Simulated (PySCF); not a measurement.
HO₂Si, SMILES O=[Si]=[OH+], charge +1. Coordinates come from a B3LYP-D3(BJ)/def2-TZVP optimisation. The isomer is the one that the SMILES or the coordinates give; other isomers of the formula were not compared.

These are B3LYP-D3(BJ)/def2-TZVP (PySCF) values and carry that method's errors.

Harmonic wavenumbers (cm⁻¹): 230, 240, 419, 968, 1443, 3726. Rotational constants (GHz): 1465, 6.425, 6.397; symmetry number 1.

### Question
Work out the zero-point energy and the ideal-gas rigid-rotor harmonic-oscillator thermochemistry at 298.15 K and 1 atm.

### Answer
ZPE = ½ Σ hcν = ½ × 7027 cm⁻¹ = 42.03 kJ/mol. H − E(el) = 55.50 kJ/mol. Entropy in J/(mol K): translation 160.03, rotation 80.41, vibration 19.64, total 260.09. G − E(el) = -22.04 kJ/mol. Cp = 56.30 J/(mol K).
